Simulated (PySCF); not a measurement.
**TiOBr: from structure and modes to constants**

Method: UPBE0/[Ti def2-TZVP, O def2-TZVP, Br def2-TZVP], no relativity, density fitting, PySCF.

The doublet minimum has Cs symmetry. Masses (u): Ti 47.94795, O 15.99492, Br 78.91834.

```xyz
3
charge 0 multiplicity 2, angstrom
Ti   -0.2556    0.3492   -1.1567
O     0.2560   -0.3497   -2.5085
Br    0.1035   -0.1414    1.2135
```

Harmonic wavenumbers (cm⁻¹): 95.4 (×1), 306.8 (×1), 1065.6 (×1).

Find the principal moments of inertia and the rotational constants. What kind of rotor is it?

About the centre of mass I = 12.369, 283.04, 295.41 u Å². With B = 16.8576/I this gives 1.363, 0.05956, 0.05707 cm⁻¹. The molecule is an asymmetric top with κ = -1.00.

What is the harmonic zero-point energy?

Half the sum of all 3 wavenumbers, 1468/2 = 734 cm⁻¹, which is 8.8 kJ/mol (1 cm⁻¹ = 0.0119627 kJ/mol).

Find the vibrational entropy and heat capacity at 298.15 K.

With u = 1.43878 ω/T, each mode gives S = R[u/(eᵘ−1) − ln(1−e⁻ᵘ)] and C = R u² eᵘ/(eᵘ−1)².
| ω (cm⁻¹) | u | S (J/(mol K)) | C (J/(mol K)) |
| --- | --- | --- | --- |
| 95.4 | 0.461 | 14.83 | 8.17 |
| 306.8 | 1.480 | 5.77 | 6.95 |
| 1065.6 | 5.142 | 0.30 | 1.30 |
The sums over all modes are S = 20.9 and C = 16.4 J/(mol K); the softest mode gives 71 % of the entropy.

Give the standard entropy (298.15 K, 1 bar) by its translational, rotational, vibrational and spin parts, and Cp.

Sackur–Tetrode with M = 142.86 u gives 170.7; rotation with symmetry number 1 gives 106.1; vibration 20.9; spin R ln 2 = 5.8. The total is 303.5 J/(mol K), and Cp = 4 R + 16.4 = 49.7 J/(mol K).

The spin densities have lower symmetry than the nuclear frame, so modes carry no symmetry labels. This need not be the most stable arrangement of these atoms. Other spin states or occupations of the open shell can lie lower.
